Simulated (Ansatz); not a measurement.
Reaction (formal exchange of groups at a C–C bond): `CC/C(F)=C\F` + `C=CF` → `F/C=C/C(F)=C\F` + `CC`

Calculated with Ansatz (gas phase, PBE0-D4/def2-TZVP geometries, no zero-point term in ΔE). CCSD(T)/CBS is the MP2 limit (def2-TZVPP, def2-QZVPP) plus CCSD(T) − MP2 in def2-TZVPP, frozen cores. This one scheme is used for every species. Double bonds are as drawn, so ΔE can hold a change between cis and trans. DFT in def2-TZVPP. HSE06 is defined as in plane-wave codes. One conformer a species, not always the lowest.

| level | ΔE (kJ/mol) | difference from CCSD(T)/CBS |
| --- | --- | --- |
| LDA (SPW92) | -20.4 | -13.2 |
| revPBE-D4 | -19.7 | -12.5 |
| BLYP-D4 | -18.7 | -11.5 |
| PBE0 | -16.4 | -9.2 |
| HSE06 | -16.9 | -9.7 |
| CCSD/def2-SVP | -11.8 | -4.6 |
| HF/def2-TZVPP | -6.7 | 0.5 |
| MP2/def2-TZVPP | -10.6 | -3.4 |
| SCS-MP2/def2-TZVPP | -9.3 | -2.1 |
| CCSD(T)/def2-TZVPP | -8.8 | -1.6 |
| CCSD(T)/CBS | -7.2 | 0 |

Largest T1 diagnostic among the species: 0.013.

From r2SCAN to r2SCAN0 (25 % exact exchange), in def2-TZVPP and without D4, ΔE moves by +3.8 kJ/mol. At CCSD(T), def2-SVP lies −6.7 kJ/mol from the extrapolated value and def2-TZVPP −1.6 kJ/mol. Leaving LDA and LC-ωPBE aside and taking each functional with its dispersion term where it has one, the values, not all of them listed here, spread over 13.0 kJ/mol, from B97M-V to ωB97M-V.
